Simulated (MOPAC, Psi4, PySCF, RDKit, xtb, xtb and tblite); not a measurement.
Two geometries of SMILES C=Cc1ccccc1OC, relaxed at GFN2-xTB with one dihedral held; other torsions can differ between them too.

Structure A

```
20

C      2.6969    -1.7461     0.0288
C      1.8004    -0.8768    -0.4213
C      0.4572    -0.6731     0.1079
C     -0.1705    -1.5979     0.9366
C     -1.4492    -1.3869     1.4169
C     -2.1275    -0.2332     1.0700
C     -1.5320     0.7041     0.2427
C     -0.2454     0.5001    -0.2388
O      0.4054     1.3818    -1.0536
C     -0.3408     2.3927    -1.6843
H      2.5107    -2.3952     0.8676
H      3.6687    -1.8323    -0.4264
H      2.0579    -0.2256    -1.2454
H      0.3486    -2.5085     1.1921
H     -1.9166    -2.1218     2.0549
H     -3.1276    -0.0566     1.4373
H     -2.0791     1.5973    -0.0161
H     -0.6794     3.1524    -0.9716
H      0.3371     2.8564    -2.3998
H     -1.2053     1.9820    -2.2154
```

Structure B

```
20

C      2.5472    -1.9752    -0.1780
C      1.9890    -0.7895     0.0191
C      0.5577    -0.5779     0.2674
C     -0.1033    -1.4590     1.1252
C     -1.4207    -1.2766     1.4911
C     -2.1173    -0.1826     1.0034
C     -1.4967     0.6879     0.1328
C     -0.1699     0.5010    -0.2559
O      0.2910     1.4396    -1.1381
C      1.2906     1.1174    -2.0796
H      1.9622    -2.8787    -0.2267
H      3.6093    -2.0854    -0.3154
H      2.6089     0.0969     0.0462
H      0.4574    -2.2859     1.5355
H     -1.8973    -1.9734     2.1639
H     -3.1440    -0.0144     1.2919
H     -2.0214     1.5381    -0.2747
H      1.3376     0.0444    -2.2741
H      1.0225     1.6389    -3.0012
H      2.2722     1.4721    -1.7531
```

**Question.** Which is lower in energy at the level Psi4 with B3LYP-D3(BJ)/def2-SVP // GFN2-xTB, and by how much?

**Answer.** A is lower, by 25.61 kJ/mol (dihedral C3–C8–O9–C10: 165° in A, 30° in B).

E(B) − E(A) in kJ/mol at the other levels, on the same two geometries: GFN2-xTB (xtb and tblite) 18.05; MMFF94 // GFN2-xTB (RDKit) 15.91; B3LYP/def2-SVP // GFN2-xTB (Psi4) 28.44; PBE/def2-SVP // GFN2-xTB (Psi4) 28.22; PBE-D3(BJ)/def2-SVP // GFN2-xTB (Psi4) 26.47; UFF // GFN2-xTB (RDKit) 23.62; AM1, restricted, heats of formation // GFN2-xTB (MOPAC) 14.14; PM7, restricted, heats of formation // GFN2-xTB (MOPAC) 11.11; GFN1-xTB // GFN2-xTB (xtb) 15.65; restricted B3LYP/6-31G*, spherical d, density fitting // GFN2-xTB (PySCF) 25.47; restricted B3LYP/3-21G, density fitting // GFN2-xTB (PySCF) 27.18; restricted Hartree-Fock/3-21G, density fitting // GFN2-xTB (PySCF) 24.63; restricted Hartree-Fock/6-31G*, spherical d, density fitting // GFN2-xTB (PySCF) 23.53.
